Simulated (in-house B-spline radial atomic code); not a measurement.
# One electron outside the [Ar] 3d10 core: Tb36+

Computed with a B-spline radial code for spherical atoms, no-pair Dirac-Coulomb Hamiltonian, finite nucleus. Rungs: frozen-core Dirac-Hartree-Fock (DHF); Brueckner orbitals from the second-order correlation potential; the same with the Coulomb interaction screened by the core and the hole-particle interaction summed; Breit and QED terms from differences of relaxed Dirac-Fock atoms, where computed. Partial waves beyond l = 6 are extrapolated. The tables show a selection of states; those near core-excited levels, with erratic corrections or far from their DHF start are never shown.

Command:
```bash
python run_mb.py task.json out
```
Settings (nuclear radius in fm, box in bohr, cutoff in hartree):
```
basis_form          2
Z                   65
core_configuration  [Ar] 3d10
rms_radius          5.06
mass_number         159
speed_of_light      137.036
box_radius          5.708
lmax                6
intervals           59
virtual_cutoff      8450.0
```

Time taken, with all properties: 81 s on 1 thread of Arm Neoverse V1 (shared host).

Removal energies (eV):

| state | DHF | second order | screened | Breit + QED | final |
| --- | --- | --- | --- | --- | --- |
| 4s1/2 | 1610.99 | 1612.84 | 1612.74 | -1.83 | 1610.91 |
| 4p1/2 | 1534.21 | 1536.15 | 1536.05 | -1.65 | 1534.39 |
| 4p3/2 | 1483.06 | 1484.79 | 1484.7 | -1.09 | 1483.61 |
| 4d3/2 | 1361.3 | 1363.22 | 1363.13 | -0.681 | 1362.45 |
| 4d5/2 | 1350.42 | ? | ? | ? | ? |
| 4f5/2 | 1220.24 | 1222.04 | 1221.98 | - | - |
| 4f7/2 | 1217.83 | 1219.57 | 1219.52 | - | - |
| 5s1/2 | 957.521 | ? | ? | ? | ? |
| 5p1/2 | 920.69 | 921.67 | 921.599 | -0.756 | 920.843 |
| 5p3/2 | 896.983 | 897.892 | 897.827 | -0.501 | 897.327 |

Task: What does correlation do to 4d5/2?

Result: It adds 1.848 eV to the removal energy in second order and 1.762 eV with screening; Breit and QED add -0.432 eV, for a final 1351.75 eV.

Task: What does correlation do to 5s1/2?

Result: It adds 0.9351 eV to the removal energy in second order and 0.8662 eV with screening; Breit and QED add -0.827 eV, for a final 957.56 eV.

Task: How does the lowest state compare with the NIST ionisation energy?

Result: 4s1/2 is bound by 1610.9 eV, without recoil; NIST lists 1610.4 ± 0.7 eV (semi-empirical), a difference of +0.51 eV.

Electric-dipole lines from 4s1/2 (reduced matrix elements in atomic units, length form, static core polarisation, sign of DHF taken positive):

| upper | DHF | + core polarisation | + Brueckner | λ (nm) | A (s⁻¹) |
| --- | --- | --- | --- | --- | --- |
| 4p1/2 | 0.3855 | 0.3721 | 0.3717 | 16.204 | 3.29e+10 |
| 4p3/2 | 0.5543 | 0.5355 | 0.5349 | 9.7401 | 1.57e+11 |

Magnetic hyperfine constants per unit nuclear g factor (MHz, nucleus as a uniformly magnetised ball; they apply to isotopes with nuclear spin):

| state | DHF | + core polarisation | + Brueckner |
| --- | --- | --- | --- |
| 4s1/2 | 846900 | 879300 | 883800 |
| 4p1/2 | 265200 | 276100 | 277600 |
| 4p3/2 | 34950 | 35830 | 36020 |
| 5s1/2 | 387300 | 400400 | 401700 |
| 5p1/2 | 122900 | 127300 | 127800 |
| 5p3/2 | 16390 | 16610 | 16660 |
